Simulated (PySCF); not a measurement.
# From HF to CCSD(T): MF along group 13

HF and CCSD(T) in PySCF with def2-TZVPPD on every atom (core potentials on In), for the lowest determinant that a PBE0 search found; no spin–orbit coupling.

| molecule | state (unpaired electrons) | HF Re (Å) | HF ωe (cm⁻¹) | HF De (eV) | CCSD(T) Re (Å) | CCSD(T) ωe (cm⁻¹) | CCSD(T) De (eV) |
| --- | --- | --- | --- | --- | --- | --- | --- |
| BF | singlet (closed shell) | 1.249 | 1493 | 5.94 | 1.274 | 1386 | 7.69 |
| AlF | singlet (closed shell) | 1.642 | 831 | 5.16 | 1.669 | 785 | 6.85 |
| GaF | singlet (closed shell) | 1.767 | 649 | 4.23 | 1.785 | 622 | 6.05 |
| InF | singlet (closed shell) | 1.979 | 547 | 3.67 | ? | ? | ? |

(1) Estimate the CCSD(T) values of InF by adding the mean shift from HF to CCSD(T) of the other rows, and compare with the calculation.

(2) What are the mean differences of HF from CCSD(T) over the whole series?

In a basis of this size CCSD(T) is itself not converged; it tends to give bonds that are too long and too weak.

Correlated steps freeze the inner cores (2 to 10 orbitals); shallow outer-core shells are correlated. These are scalar-relativistic numbers at best; spin–orbit coupling would shift them, the dissociation energy most. Where the molecule has an RHF reference, its open-shell atoms are computed with UHF.

## Answers

(1) The mean shifts are +2.3 pm, -60 cm⁻¹ and +1.75 eV, which give 2.002 Å, 487 cm⁻¹ and 5.42 eV. CCSD(T)/def2-TZVPPD gives Re = 1.996 Å, ωe = 529 cm⁻¹, De = 5.51 eV.

(2) Re -2.2 pm, ωe +50 cm⁻¹, De -1.77 eV.
